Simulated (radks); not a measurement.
Question: Ionisation ladder of bismuth, from Bi to Bi21+. Each ion is in the ground configuration listed by NIST, and IE = E(next ion) - E(this ion). Method: scalar-relativistic Kohn-Sham, PBE, spin-unpolarised, spherical densities, point nucleus; computed with a radial shooting solver on a logarithmic mesh with Libxc functionals.

species           configuration  IE, Delta-SCF (eV)  -e(HOMO) (eV)  HOMO
Bi                     [Hg] 6p3               7.913          4.571    6p
Bi+                    [Hg] 6p2                   ?         11.439    6p
Bi2+                   [Hg] 6p1                   ?         19.195    6p
Bi3+                       [Hg]              45.406         39.999    6s
Bi4+         [Xe] 4f14 5d10 6s1              56.547         50.924    6s
Bi5+             [Xe] 4f14 5d10                   ?         80.671    5d
Bi6+              [Xe] 4f14 5d9              107.32         98.262    5d
Bi7+              [Xe] 4f14 5d8              125.96         116.57    5d
Bi8+              [Xe] 4f14 5d7              145.24         135.55    5d
Bi9+              [Xe] 4f14 5d6              165.11         155.15    5d
Bi10+             [Xe] 4f14 5d5              185.54         175.32    5d
Bi11+             [Xe] 4f14 5d4              206.50         196.03    5d
Bi12+             [Xe] 4f14 5d3              227.96         217.25    5d
Bi13+             [Xe] 4f14 5d2              249.89         238.96    5d
Bi14+             [Xe] 4f14 5d1              272.26         261.13    5d
Bi15+                 [Xe] 4f14                   ?         366.35    5p
Bi16+    [Kr] 4d10 4f14 5s2 5p5              404.99         392.20    5p
Bi17+    [Kr] 4d10 4f14 5s2 5p4              431.31         418.38    5p
Bi18+    [Kr] 4d10 4f14 5s2 5p3              457.93         444.87    5p
Bi19+    [Kr] 4d10 4f14 5s2 5p2              484.83         471.64    5p
Bi20+    [Kr] 4d10 4f14 5s2 5p1              512.02         498.70    5p
Bi21+        [Kr] 4d10 4f14 5s2              659.27         601.45    5s

Estimate the withheld Delta-SCF values.

Answer: Bi+: 15.247 eV (NIST 16.703); Bi2+: 23.343 eV (NIST 25.571); Bi5+: 89.368 eV (NIST 88); Bi15+: 378.99 eV (NIST 370).

Beside tabulated values, note that spin-unpolarised runs miss the spin-polarisation part of the exchange energy of open shells, and scalar-relativistic runs lack spin-orbit coupling.
